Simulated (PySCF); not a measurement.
# Electron correlation in Rh (rhodium, neutral)

[Kr] 4d7 5s1 6s1, high-spin 6F determinant (an excited configuration). Computed with PySCF 2.14 in aug-cc-pVDZ-PP with ECP28MDF, with a scalar-relativistic core potential. Frozen: 4s2 4p6; 9 electrons correlated.

| level | correlation energy (mhartree) |
| --- | --- |
| CCSD | -157.97 |
| (T) | -3.07 |
| CCSD(T) | -161.04 |

Diagnostics: T1 = 0.0084, D1 = 0.0262, largest double amplitude 0.047.

The outer electron is Rydberg-like, and this basis confines it to a smaller radius and binds it less than a complete one would.

Cost of the coupled-cluster step: of the order of 8 core-seconds, for 9 correlated electrons.
